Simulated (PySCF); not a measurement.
# Ionisation energy of Ta³⁷⁺ by level of theory

Ta³⁷⁺ [Kr] → Ta³⁸⁺ [Ar] 3d10 4s2 4p5 [4p1/2^2 4p3/2^3, M_J = 3/2], as a difference of total energies. All numbers are calculated (PySCF 2.14, the two-component X2C-1e Hamiltonian, in an even-tempered Gaussian basis (17 s from 4.1 bohr⁻², ratio 2.8; 14 p from 5.4 bohr⁻², ratio 2.8; 8 d from 9.5 bohr⁻², ratio 2.8; 4 f from 27 bohr⁻², ratio 3)). Correlated levels: [Ne] frozen; the 80 highest virtual spinors dropped. "Screened" scales the spin-orbit matrix elements by Boettger's factors to mimic the two-electron term; Breit and QED terms are absent.

Question: Order these methods by the ionisation energy they give, lowest first.
A. GMP2 (screened spin-orbit)
B. GHF (screened spin-orbit)
C. GMP2 (spin-free)
D. GHF (spin-free)

Answer: B (1742.8 eV), A (1744.2 eV), D (1769.0 eV), C (1770.4 eV).

Breit and QED terms and the two-electron picture change are absent.

The spin-free rows lack the spin-orbit shift.

For comparison: 1748 ± 4 eV (theoretical estimate listed by NIST; NIST Atomic Spectra Database, ionization energies).
